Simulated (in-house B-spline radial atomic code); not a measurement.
Radial electron density of Ni, [Ar] 3d8 4s2. Method: Dirac-Kohn-Sham OLYP, spherical fractional occupations, Fermi nucleus of rms radius 3.7757 fm. Calculated with a B-spline radial code for spherical atoms.

Columns: r (bohr), 4πr²n(r) (electrons per bohr), bar.

```
 0.00242    1.089 #
 0.00296    1.568 ##
 0.00363    2.252 ###
 0.00444    3.192 ####
 0.00544    4.493 #####
 0.00667    6.251 #######
 0.00817    8.551 ##########
    0.01    11.47 #############
  0.0123    15.13 #################
   0.015     19.2 ######################
  0.0184    23.72 ###########################
  0.0225    28.06 ################################
  0.0276     31.7 ####################################
  0.0338     33.8 #######################################
  0.0414    33.88 #######################################
  0.0508    31.98 #####################################
  0.0622     29.1 #################################
  0.0762    27.02 ###############################
  0.0934    27.56 ################################
   0.114    31.12 ####################################
    0.14    36.04 #########################################
   0.172    38.49 ############################################
    0.21    35.57 #########################################
   0.258    27.67 ################################
   0.316    19.58 ######################
   0.387    16.04 ##################
   0.474    17.61 ####################
   0.581    20.24 #######################
   0.711    19.65 ######################
   0.871    15.34 ##################
    1.07    9.733 ###########
    1.31    5.456 ######
     1.6    3.057 ###
    1.96    1.895 ##
     2.4    1.283 #
    2.95   0.8241 #
    3.61   0.4591 #
    4.42   0.2115 
    5.42  0.07862 
    6.64  0.02227 
    8.13 0.004274 
    9.96 0.0004942
```

On this grid the curve has 3 maxima, near 0.0414, 0.172, 0.581 bohr.

The 4s1/2 radial function P(r) = rR(r), positive near the nucleus, with its small component Q(r) (sign convention: Q ≈ (P' + κP/r)/2c):

| r (bohr) | P | Q |
| --- | --- | --- |
| 0.000714 | 0.006338 | -0.0006563 |
| 0.00107 | 0.009323 | -0.0009693 |
| 0.00161 | 0.01369 | -0.00143 |
| 0.00242 | 0.01994 | -0.002095 |
| 0.00363 | 0.02863 | -0.003036 |
| 0.00544 | 0.04034 | -0.004339 |
| 0.00817 | 0.05535 | -0.006089 |
| 0.0123 | 0.07276 | -0.008301 |
| 0.0184 | 0.0886 | -0.01076 |
| 0.0276 | 0.09521 | -0.01299 |
| 0.0414 | 0.0788 | -0.01398 |
| 0.0622 | 0.02401 | -0.01232 |
| 0.0934 | -0.06864 | -0.007045 |
| 0.14 | -0.1537 | 0.0006771 |
| 0.21 | -0.1361 | 0.006643 |
| 0.316 | 0.04458 | 0.00618 |
| 0.474 | 0.2492 | 0.0003493 |
| 0.711 | 0.2005 | -0.003915 |
| 1.07 | -0.1569 | -0.00303 |
| 1.6 | -0.525 | -0.0003167 |
| 2.4 | -0.6362 | 0.00117 |
| 3.61 | -0.4497 | 0.001126 |
| 5.42 | -0.195 | 0.0004811 |
| 8.13 | -0.04605 | 0.0001167 |
